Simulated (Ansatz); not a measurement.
The cluster H₆Au₃ (the lowest doublet isomer of a short search), 9 atoms. Hardware: 4 threads of Arm Neoverse V2 on a shared host.

In the def2 sets Au takes a core potential; there is no spin–orbit coupling.

(1) How many basis functions does each of these Ansatz runs have, and roughly what does it cost? PBE-D4/def2-TZVPD, charge 0 doublet, energy, from earlier orbitals; PBE0-D4/def2-SVP, charge 1 singlet at the geometry of the charge 0 doublet, energy with a search over starts; r2SCAN-D4/def2-TZVPD, charge -1 singlet at the geometry of the charge 0 doublet, energy, from earlier orbitals; PBE0-D4/def2-TZVPD, charge 0 doublet, energy, from earlier orbitals; ωB97X-V/def2-TZVP, charge 0 doublet, energy, from earlier orbitals; PBE0-D4/def2-TZVP, charge 1 singlet at the geometry of the charge 0 doublet, energy, from earlier orbitals; BLYP-D4/def2-TZVP, charge 0 doublet, energy, from earlier orbitals; r2SCAN-D4/def2-TZVPD, charge -1 triplet at the geometry of the charge 0 doublet, energy, from earlier orbitals; r2SCAN-D4/def2-TZVP, charge 1 triplet at the geometry of the charge 0 doublet, energy, from earlier orbitals; PBE-D4/def2-TZVP, charge 1 triplet at the geometry of the charge 0 doublet, energy, from earlier orbitals; PBE-D4/def2-TZVP, charge 0 doublet, energy and forces, from earlier orbitals; PBE0-D4/def2-TZVP, charge 1 triplet at the geometry of the charge 0 doublet, energy.

## Answers

(1) Other jobs shared the machine, so times can vary by a factor of up to 3. A dash marks memory too small to be measured apart from the calling script's.

```tsv
run	functions	fitting or Cholesky vectors	wall time	peak host memory (GiB)
PBE0-D4/def2-SVP, charge 1 singlet at the geometry of the charge 0 doublet, energy with a search over starts	126	1434	1.6 s	–
PBE0-D4/def2-TZVP, charge 1 singlet at the geometry of the charge 0 doublet, energy, from earlier orbitals	156	1497	2 s	–
PBE-D4/def2-TZVP, charge 1 triplet at the geometry of the charge 0 doublet, energy, from earlier orbitals	156	1338	3.3 s	–
PBE-D4/def2-TZVP, charge 0 doublet, energy and forces, from earlier orbitals	156	1338	3.4 s	–
BLYP-D4/def2-TZVP, charge 0 doublet, energy, from earlier orbitals	156	1338	3.6 s	–
PBE-D4/def2-TZVPD, charge 0 doublet, energy, from earlier orbitals	183	1410	3.7 s	–
r2SCAN-D4/def2-TZVPD, charge -1 singlet at the geometry of the charge 0 doublet, energy, from earlier orbitals	183	1410	4.3 s	–
PBE0-D4/def2-TZVP, charge 1 triplet at the geometry of the charge 0 doublet, energy	156	1497	4.9 s	0.59
PBE0-D4/def2-TZVPD, charge 0 doublet, energy, from earlier orbitals	183	1539	6 s	0.67
r2SCAN-D4/def2-TZVP, charge 1 triplet at the geometry of the charge 0 doublet, energy, from earlier orbitals	156	1338	6.5 s	–
r2SCAN-D4/def2-TZVPD, charge -1 triplet at the geometry of the charge 0 doublet, energy, from earlier orbitals	183	1410	12 s	–
ωB97X-V/def2-TZVP, charge 0 doublet, energy, from earlier orbitals	156	1347	13 s	0.86
```
